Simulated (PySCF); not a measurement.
How methods differ on the excitation energy of Os+

Os+ [Xe] 4f14 5d6 6s1 (6D) → Os+ [Xe] 4f14 5d5 6s2 (6S), as a difference of total energies. Calculation: PySCF 2.14, in aug-cc-pVQZ-PP with ECP60MDF (7s7p6d4f3g2h, 135 functions); a scalar-relativistic core potential. Correlated levels: valence: 5s2 5p6 frozen. The calculations carry no spin-orbit coupling.

```json
{"method": "UHF", "excitation energy (eV)": "0.923"}
{"method": "LDA", "excitation energy (eV)": "0.842"}
{"method": "PBE", "excitation energy (eV)": "1.170"}
{"method": "PBE0", "excitation energy (eV)": "1.199"}
{"method": "r2SCAN", "excitation energy (eV)": "1.265"}
{"method": "M06-L", "excitation energy (eV)": "0.732"}
{"method": "MN15", "excitation energy (eV)": "1.100"}
{"method": "BHandHLYP", "excitation energy (eV)": "0.868"}
{"method": "MP2 (valence)", "excitation energy (eV)": "0.876"}
{"method": "SCS-MP2 (valence)", "excitation energy (eV)": "0.866"}
```

Task: How much does correlation contribute at MP2 (valence)?

Result: 0.876 − (0.923) = -0.047 eV, measured against UHF.

For comparison: 0.615 eV (measured; NIST levels, between the centres of gravity of the two terms).
